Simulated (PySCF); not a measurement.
C4H13NSi3.
Cartesian coordinates in Å at the GFN2-xTB level; atoms count from 1:
```xyz
21
C4H13NSi3 angstrom
C     -1.9010   -2.0794    0.0730
C     -1.1490   -0.8253   -0.3748
Si    -2.2410    0.7100   -0.1192
C     -1.4511    2.1555   -1.0004
N     -0.9815    3.0457   -1.5479
Si     0.5508   -0.7286    0.5067
C      1.5900    0.6991   -0.1722
Si     3.2716    0.9303    0.6740
H     -2.8457   -2.1907   -0.4586
H     -1.3059   -2.9726   -0.1097
H     -2.1165   -2.0373    1.1388
H     -0.9568   -0.9206   -1.4496
H     -2.3568    1.0971    1.2899
H     -3.5637    0.5622   -0.7405
H      1.2412   -2.0088    0.2915
H      0.3007   -0.5656    1.9464
H      1.0298    1.6300   -0.0856
H      1.7512    0.5483   -1.2400
H      4.0232    1.9958    0.0062
H      4.0366   -0.3173    0.6025
H      3.0651    1.2890    2.0784
```

Mayer bond orders were computed from the PBE0/pcSseg-1 density (PySCF). The structure is a single GFN2-xTB conformer in the gas phase; no vibrational or solvent corrections.

Question: Rank these bonds by Mayer order, highest first.
A. C4–N5
B. C1–C2
C. C2–Si6
D. C7–Si8

Answer: A (2.92), B (1.03), D (0.92), C (0.86).

Q: Set the orders of all bonds between heavy atoms beside their lengths and the difference of the IAO charges at their ends.

A: 
```json
{"bond": "C4–N5", "Mayer order": "2.918", "length (Å)": "1.146", "q(first) − q(second) (e)": "+0.046"}
{"bond": "C1–C2", "Mayer order": "1.027", "length (Å)": "1.529", "q(first) − q(second) (e)": "+0.226"}
{"bond": "Si6–C7", "Mayer order": "0.925", "length (Å)": "1.892", "q(first) − q(second) (e)": "+1.574"}
{"bond": "C7–Si8", "Mayer order": "0.924", "length (Å)": "1.897", "q(first) − q(second) (e)": "-1.434"}
{"bond": "C2–Si3", "Mayer order": "0.916", "length (Å)": "1.901", "q(first) − q(second) (e)": "-1.382"}
{"bond": "C2–Si6", "Mayer order": "0.859", "length (Å)": "1.917", "q(first) − q(second) (e)": "-1.386"}
{"bond": "Si3–C4", "Mayer order": "0.810", "length (Å)": "1.868", "q(first) − q(second) (e)": "+0.901"}
```

Mayer orders depend on the basis set.
